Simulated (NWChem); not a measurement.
System: C3H4Cl2Si; SMILES C=C=C(Cl)[SiH2]Cl

Output (shortened):

```
             Northwest Computational Chemistry Package (NWChem) 7.3.0
             --------------------------------------------------------

                             Geometry "geometry" -> ""
                             -------------------------

 Output coordinates in angstroms (scale by  1.889725989 to convert to a.u.)

  No.       Tag          Charge          X              Y              Z
 ---- ---------------- ---------- -------------- -------------- --------------
    1 C                    6.0000     1.65348300     2.67664300     0.44394700
    2 C                    6.0000     0.77837600     1.74550700     0.16849700
    3 C                    6.0000    -0.05783200     0.77824300    -0.12324300
    4 Cl                  17.0000    -1.78571000     0.96967700     0.08534200
    5 Si                  14.0000     0.51791600    -0.87148700    -0.79445200
    6 Cl                  17.0000     0.07278400    -2.37463100     0.55278600
    7 H                    1.0000     2.09478700     2.76006600     1.44324500
    8 H                    1.0000     1.96540700     3.40423300    -0.31333800
    9 H                    1.0000     1.99063400    -0.81407400    -0.98977800
   10 H                    1.0000    -0.20053500    -1.17157200    -2.06153000

 Effective nuclear repulsion energy (a.u.)     382.1564840774

                              NWChem Property Module
                              ----------------------

  itol2e modified to match energy
  convergence criterion.

                                 NWChem DFT Module
                                 -----------------

 Summary of "ao basis" -> "ao basis" (spherical)
 ------------------------------------------------------------------------------
       Tag                 Description            Shells   Functions and Types
 ---------------- ------------------------------  ------  ---------------------
 C                           6-31g*                  6       14   3s2p1d
 Cl                          6-31g*                  8       18   4s3p1d
 Si                          6-31g*                  8       18   4s3p1d
 H                           6-31g*                  2        2   2s

  itol2e modified to match energy
  convergence criterion.

[...]

          -----------------------------------------
          Chemical Shielding Tensors (GIAO, in ppm)
          -----------------------------------------

                                NWChem CPHF Module
                                ------------------

  scftype          =     RHF
  nclosed          =       35
  nopen            =        0
  variables        =     2415
  # of vectors     =        3
  tolerance        = 0.10D-03
  level shift      = 0.00D+00
  max iterations   =       50
  max subspace     =       30

 SCF residual:    2.8327679705520551E-005

Iterative solution of linear equations
  No. of variables     2415
  No. of equations        3
  Maximum subspace       30
        Iterations       50
       Convergence  1.0D-04

   iter   nsub   residual    time
   ----  ------  --------  ---------
     1      3    5.03D-01      51.0
     2      6    2.02D-02      55.5
     3      9    1.36D-03      60.0
     4     12    7.62D-05      64.5

      Atom:    1  C
        Diamagnetic
    266.4360      2.4779      1.6450
      2.4779    270.9657     -3.2132
      1.6450     -3.2132    277.1374

        Paramagnetic
   -111.9124    -22.1074    -17.6148
    -22.1074   -135.5457     40.9713
    -17.6148     40.9713   -227.0753

        Total Shielding Tensor
    154.5236    -19.6295    -15.9699
    -19.6295    135.4200     37.7582
    -15.9699     37.7582     50.0621

           isotropic =     113.3353
          anisotropy =      94.7588

          Principal Components and Axis System
                 1           2           3
              176.5078    128.2980     35.2000

      1         0.7439      0.6647      0.0696
      2        -0.6088      0.7169     -0.3397
      3        -0.2757      0.2103      0.9379

      Atom:    2  C
        Diamagnetic
    244.7295     35.2693     10.2701
     35.2693    252.9836     12.4575
     10.2701     12.4575    214.8349

        Paramagnetic
   -269.0595    -12.6594     -2.7751
    -12.6594   -244.3129     -2.5152
     -2.7751     -2.5152   -240.9439

        Total Shielding Tensor
    -24.3300     22.6099      7.4951
     22.6099      8.6707      9.9423
      7.4951      9.9423    -26.1090

           isotropic =     -13.9228
          anisotropy =     -33.7729

          Principal Components and Axis System
                 1           2           3
              -36.4380    -28.5431     23.2129

      1         0.8829      0.1422      0.4476
      2        -0.3825     -0.3352      0.8610
      3        -0.2725      0.9313      0.2416

      Atom:    3  C
        Diamagnetic
    280.8380     -8.7180     -5.0780
     -8.7180    272.6459      5.3995
     -5.0780      5.3995    259.7126

        Paramagnetic
   -221.6009     33.0684     18.2011
     33.0684   -183.5721    -30.8359
     18.2011    -30.8359   -124.3391

        Total Shielding Tensor
     59.2372     24.3504     13.1231
     24.3504     89.0738    -25.4364
     13.1231    -25.4364    135.3735

           isotropic =      94.5615
          anisotropy =      78.1752

          Principal Components and Axis System
                 1           2           3
              146.6783     97.6032     39.4030

      1         0.0282      0.5825      0.8123
      2        -0.3938      0.7534     -0.5266
      3         0.9188      0.3050     -0.2506

      Atom:    4  Cl
        Diamagnetic
   1155.2204     -3.2035     -2.0812
     -3.2035   1142.5352      0.4645
     -2.0812      0.4645   1140.5113

        Paramagnetic
   -173.4726    -43.3307    -13.5137
    -43.3307   -490.7824      2.2891
    -13.5137      2.2891   -444.2087

[...]
```

Level: B3LYP/6-31G* (spherical d), GIAO. Structure relaxed at the PBE0/def2-SVP level. The printed shielding anisotropy is the first printed principal value minus the mean of the other two.

Problem. Write an input that gives this output.

Solution. This is not unique; one that fits is the input that was run:
```
start job
memory heap 200 mb stack 900 mb global 1100 mb
geometry units angstroms noautosym nocenter noautoz
  C      1.653483     2.676643     0.443947
  C      0.778376     1.745507     0.168497
  C     -0.057832     0.778243    -0.123243
  Cl    -1.785710     0.969677     0.085342
  Si     0.517916    -0.871487    -0.794452
  Cl     0.072784    -2.374631     0.552786
  H      2.094787     2.760066     1.443245
  H      1.965407     3.404233    -0.313338
  H      1.990634    -0.814074    -0.989778
  H     -0.200535    -1.171572    -2.061530
end
basis spherical
  * library 6-31g*
end
dft
  xc b3lyp
  iterations 150
end
property
  shielding
end
task dft property
```
